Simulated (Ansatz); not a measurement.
C3H6FInO, SMILES `C=C[C](O)(F)[InH2]`, 12 atoms. Total charge 0; spin multiplicity 1. Correlated methods include outer-core shells of In, which these sets cover unevenly. In takes the def2 core potential. All runs use 4 threads of an Arm Neoverse V2 on a shared host. Correlated methods freeze the cores.

Task: Give the basis size and wall time and peak host memory of each of these runs in Ansatz. RKS PBE0-D4/def2-QZVPP energy; RKS ωB97M-V/def2-SVP energy; RHF-MP2/def2-QZVPP energy; RKS PBE0-D4/def2-SVP energy; RKS revPBE-D4/def2-TZVPP energy; RHF-MP2/def2-TZVPP energy; RKS LC-ωPBE/def2-TZVPP energy; RKS PBE0-D4/def2-TZVP frequencies; RKS ωB97M-V/def2-QZVPP energy; RKS PBE0-D4/def2-TZVP relaxation (36 steps); RKS ωB97X-V/def2-TZVPP energy; RHF-CCSD(T)/def2-SVP energy. (Best estimate.)

Result: Ansatz gave: Other jobs shared the machine, so times are rough.

```tsv
level	job	functions	wall time	peak host memory (GiB)
RKS PBE0-D4/def2-SVP	energy	126	1.7 s	0.58
RKS revPBE-D4/def2-TZVPP	energy	289	3.1 s	0.42
RKS LC-ωPBE/def2-TZVPP	energy	289	4 s	0.64
RKS ωB97M-V/def2-SVP	energy	126	6.5 s	0.58
RHF-MP2/def2-TZVPP	energy	289	7.5 s	0.92
RKS ωB97X-V/def2-TZVPP	energy	289	12 s	1.1
RKS PBE0-D4/def2-QZVPP	energy	547	13 s	2.3
RHF-CCSD(T)/def2-SVP	energy	126	21 s	0.94
RKS ωB97M-V/def2-QZVPP	energy	547	29 s	2.8
RHF-MP2/def2-QZVPP	energy	547	39 s	4.3
RKS PBE0-D4/def2-TZVP	relaxation (36 steps)	241	3.4 min	0.78
RKS PBE0-D4/def2-TZVP	frequencies	241	4.8 min	0.81
```

LC-ωPBE has ω = 0.4 bohr⁻¹.
